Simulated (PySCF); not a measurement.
# Spinor energies of Tm⁵⁷⁺ (thulium, charge +57)

Start: [Ne] 3s2. Calculated with PySCF 2.14 in an even-tempered Gaussian basis (18 s from 17 bohr⁻², ratio 2.4; 14 p from 22 bohr⁻², ratio 2.4; 4 d from 72 bohr⁻², ratio 2.6; 4 f from 110 bohr⁻², ratio 2.6): generalised Hartree-Fock with the X2C-1e Hamiltonian and a Gaussian nucleus; one run each with spin-orbit coupling (SO) switched off, then screened by Boettger's factors.

```
spinor shell  electrons  ε, spin-free (eV)  ε, screened SO (eV)  weight of nominal j (screened SO)  rms radius, screened SO (bohr)
       1s1/2          2           -64278.4             -64267.8                              1.000                          0.0227
       2s1/2          2           -14518.0             -14515.4                              1.000                          0.0901
       2p1/2          2           -13350.6             -14069.3                              1.000                          0.0768
       2p3/2          4           -13350.6             -13053.3                              1.000                          0.0833
       3s1/2          2            -5906.0              -5905.6                              1.000                           0.215
```

```csv
quantity,spin-free,screened SO
E (hartree),-9912.07372,-9921.62632
M_J,0,0
⟨J²⟩,0.000,0.000
⟨L²⟩,0.000,0.025
⟨S²⟩,0.000,0.025
```

Breit and QED terms are absent; they matter most for the inner s and p1/2 levels.

Densities and radii are taken from the X2C orbitals without a picture-change correction, which distorts them close to the nucleus.

Without spin-orbit coupling the j labels of p, d and f shells carry no meaning; the spin-free column gives the mean over the occupied spinors of each nl shell.
